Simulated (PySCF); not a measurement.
**Electron correlation in Bi (bismuth, neutral)**

[Xe] 4f14 5d10 6s1 6p3 7s1, high-spin 6S determinant (an excited configuration). All numbers are calculated (PySCF 2.14, scalar relativity through the core potential, in aug-cc-pVQZ-PP with ECP60MDF (7s7p5d3f2g, 92 functions)). Frozen: 5s2 5p6 5d10; 5 electrons correlated.

MP2 pair energies summed by pair of shells (mhartree):

```tsv
pair	energy	share (%)
6p-6p	-11.60	50.8
6p-7s	-7.62	33.4
6s-6p	-3.36	14.7
6s-7s	-0.24	1.1
```

Total MP2 correlation energy: -22.82 mhartree.

Same-spin part -22.82 and opposite-spin part 0.00 mhartree; SCS-MP2 scales them by 1/3 and 6/5 to -7.61 mhartree.

Spin-orbit coupling is strong in this species, so the high-spin LS determinant is a model state.
